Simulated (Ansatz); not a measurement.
Molecule: propane-2,2-diselenol, C$_{3}$H$_{8}$Se$_{2}$, charge 0, multiplicity 1. 
Geometry from a B3LYP-D3(BJ)/def2-TZVP (Ansatz, an electronic-structure program) optimisation:
SMILES: CC(C)([SeH])[SeH]
```xyz
13

C     -1.1982    -0.0235    -1.5784
C     -0.0861    -0.3270    -0.5828
C      0.8074    -1.4612    -1.0681
Se    -0.8423    -0.9289     1.1632
Se     0.9568     1.3635    -0.3885
H     -1.8021    -0.9171    -1.7410
H     -1.8540     0.7701    -1.2223
H     -0.7723     0.2838    -2.5379
H      1.6188    -1.6634    -0.3700
H      0.2215    -2.3764    -1.1923
H      1.2448    -1.1997    -2.0324
H     -1.5210     0.3423     1.4561
H      1.8355     0.8527     0.6740
```
Charge 0, spin multiplicity 1.

Total electronic energies in hartree. Valence correlation only, unless marked. Spin-orbit coupling is left out. Frozen are the shells of the preceding noble gas and the d and f shells that filled before the atom's block. Non-relativistic. Basis-set limits of correlation are two-point, X^-3; Hartree-Fock from the larger set.

```json
[
 {"level": "HF/STO-3G", "program": "Ansatz", "energy (Eh)": "-4863.97958"},
 {"level": "HF/6-31G", "program": "Ansatz", "energy (Eh)": "-4917.15174"},
 {"level": "HF/6-31G*", "program": "Ansatz", "energy (Eh)": "-4917.32272"},
 {"level": "HF/aug-cc-pVDZ", "program": "Ansatz", "energy (Eh)": "-4917.89128"},
 {"level": "revPBE-D4/def2-TZVPD", "program": "Ansatz + dftd4", "energy (Eh)": "-4921.88204"},
 {"level": "r2SCAN-D3(BJ)/def2-TZVPD", "program": "Ansatz + dftd3", "energy (Eh)": "-4922.18610"},
 {"level": "PBE0/STO-3G", "program": "Ansatz", "energy (Eh)": "-4866.91149"},
 {"level": "BHLYP-D4/def2-TZVPD", "program": "Ansatz + dftd4", "energy (Eh)": "-4922.18657"},
 {"level": "r2SCANh/def2-TZVPD", "program": "Ansatz", "energy (Eh)": "-4922.17137"},
 {"level": "r2SCAN0-D4/def2-TZVPD", "program": "Ansatz + dftd4", "energy (Eh)": "-4922.16097"},
 {"level": "HSE06-D3(BJ)/def2-TZVPD", "program": "Ansatz + dftd3", "energy (Eh)": "-4921.57201"},
 {"level": "wB97M-V/def2-TZVPD", "program": "Ansatz", "energy (Eh)": "-4921.93656"},
 {"level": "B2PLYP-D3(BJ)/def2-TZVPD", "program": "Ansatz + dftd3", "energy (Eh)": "-4921.33867"},
 {"level": "RPA@PBE/cc-pVTZ", "program": "Ansatz", "energy (Eh)": "-4919.44068"},
 {"level": "MP2/6-31G*", "program": "Ansatz", "energy (Eh)": "-4917.95087"},
 {"level": "MP2/aug-cc-pVDZ", "program": "Ansatz", "energy (Eh)": "-4918.61053"},
 {"level": "RI-MP2/CBS(aug-cc-pVTZ,aug-cc-pVQZ)", "program": "Ansatz", "energy (Eh)": "-4919.0379"},
 {"level": "SCS-MP2/cc-pVQZ", "program": "Ansatz", "energy (Eh)": "-4918.99991"},
 {"level": "CCSD/6-31G*", "program": "Ansatz", "energy (Eh)": "-4918.01089"},
 {"level": "CCSD/CBS(cc-pVTZ,cc-pVQZ)", "program": "Ansatz", "energy (Eh)": "-4919.0763"},
 {"level": "CCSD(T)/aug-cc-pVTZ", "program": "Ansatz", "energy (Eh)": "-4919.03540"},
 {"level": "CCSD(T)/cc-pVTZ", "program": "Ansatz", "energy (Eh)": "-4919.01396"},
 {"level": "CCSD(T)/CBS(cc-pVTZ,cc-pVQZ)", "program": "Ansatz", "energy (Eh)": "-4919.1248"}
]
```

Totals of different functionals don't rank their quality; only differences between species are comparable.
